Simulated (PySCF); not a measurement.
CH₃Cl₂Sn, doublet, geometry from GFN2-xTB (such geometries of metal compounds can be far from the true shape) (the spin is typed, not shown lowest) (all electrons, no relativity).

Here is a job for PySCF.
```python
from pyscf import gto, scf, dft

mol = gto.Mole()
mol.atom = '''
    Sn   -0.25987517    0.10089511    0.41959888
    C    -1.92570834   -1.45600401   -0.35249903
    H    -1.41774794   -1.94074201   -1.17614683
    H    -2.78104771   -0.87777075   -0.67520745
    H    -2.16104505   -2.14229292    0.44986603
    Cl    0.01934069    1.63428595   -1.40025402
    Cl    1.79876807   -1.12534039    0.37299158
'''
mol.basis = 'sto-3g'
mol.spin = 1
mol.verbose = 4
mol.build()

mf = dft.UKS(mol)
mf.xc = 'b3lyp'
mf.disp = 'd4'
mf.kernel()
```

**Question.** What does this run give for the nuclear repulsion energy, number of basis functions, total energy, <S^2>, dipole moment?

**Answer.** 
```
Quantity                          Result
-------------------------  -------------
nuclear repulsion energy     560.9339 Eh
number of basis functions             53
total energy               -6915.2336 Eh
<S^2>                              0.753
dipole moment                     4.00 D
```

These values belong to the state on which the SCF converged, which isn't shown to be the lowest.
